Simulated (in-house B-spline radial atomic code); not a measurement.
# LC-wPBE excitations of Ne8+

Method: LC-wPBE. Computed with an all-electron radial atomic-structure program (B-spline basis): linear response of the closed shell 1s2 with the functional's adiabatic kernel; non-relativistic, point nucleus, no spin-orbit coupling, no double excitations, S, P, D and F terms only.

Command:
```bash
python run_td.py task.json out
```
Settings (radii: box in bohr, nucleus in fm):
```
Z                        10
electrons                2
configuration            1s2
hamiltonian              nr
method                   lc_wpbe
box_radius               11.59
intervals                47
```

Cost of the run: 0.1 s on 1 thread of Arm Neoverse N1, with other jobs on the host.

The lowest states, in the order of their Tamm-Dancoff energies; the method's threshold (minus the highest occupied level) is 1140.93 eV. Labels give the largest channel, * marks a mixed state, and oscillator strengths are full-response dipole values. Semilocal kernels can invert the small singlet-triplet splittings of Rydberg terms. Energies in eV:

```
     state  full response  Tamm-Dancoff  oscillator strength
1s → 2s 3S         881.05        881.07                    -
1s → 2s 1S         890.61        890.72                    -
1s → 2p 3P         892.69        892.72                    -
1s → 2p 1P         899.39        899.42                0.661
1s → 3s 3S        1025.29       1025.29                    -
1s → 3s 1S        1027.72       1027.75                    -
1s → 3p 3P        1028.82       1028.82                    -
1s → 3p 1P        1030.56       1030.56                0.136
1s → 3d 3D              ?             ?                    -
1s → 3d 1D        1032.19       1032.19                    -
1s → 4s 3S        1074.54       1074.54                    -
1s → 4s 1S        1075.56       1075.57                    -
1s → 4p 3P        1075.97       1075.97                    -
1s → 4p 1P              ?             ?                    ?
1s → 4f 3F        1076.80       1076.80                    -
1s → 4f 1F        1076.80       1076.80                    -
```

(1) Where does 1s → 3d 3D lie?

(2) Where does 1s → 4p 1P lie?

(3) How large is the singlet-triplet splitting of 1s → 2s (S terms) in Tamm-Dancoff?

(4) What polarisabilities and dispersion coefficient does the method give?

Results:

(1) At 1032.12 eV in full response, 1032.13 eV in Tamm-Dancoff.

(2) At 1076.71 eV in full response, 1076.72 eV in Tamm-Dancoff, oscillator strength 0.0537.

(3) 9.66 eV, from the unrounded values.

(4) Dipole 0.001066 bohr³, quadrupole 4.166e-05 bohr⁵, C6 3.309e-05 hartree·bohr⁶ for two such species.
